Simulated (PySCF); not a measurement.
Tin: highly charged ions in a basis for the neutral atom

Sn⁷⁺ [Kr] 4d7, Sn⁸⁺ [Kr] 4d6. Computed with PySCF 2.14 in def2-SVP with the def2 core potential (28 electrons) (4s4p2d, 26 functions), with scalar relativity through the core potential. No spin-orbit coupling, so a gap to NIST mixes the basis error with missing relativistic terms.

Changed run: basis of the neutral atom used for a highly charged ion. This setting is unsound on purpose.

| species | method | sound run (hartree) | changed run (hartree) | converged |
| --- | --- | --- | --- | --- |
| Sn⁷⁺ | UHF | not run | -199.40899 | yes |
| Sn⁷⁺ | LDA | not run | -199.60380 | yes |
| Sn⁷⁺ | r2SCAN | not run | -200.07447 | yes |
| Sn⁸⁺ | UHF | not run | -194.26595 | yes |
| Sn⁸⁺ | LDA | not run | -194.42253 | yes |
| Sn⁸⁺ | r2SCAN | not run | -194.88436 | yes |

Ionisation energy of Sn⁷⁺:

| method | changed run (eV) | NIST (eV) |
| --- | --- | --- |
| UHF | 139.95 | 135 ± 2.1 |
| LDA | 140.99 | 135 ± 2.1 |
| r2SCAN | 141.23 | 135 ± 2.1 |

The contracted functions were made for the neutral atom and can be too rigid for a highly charged ion.
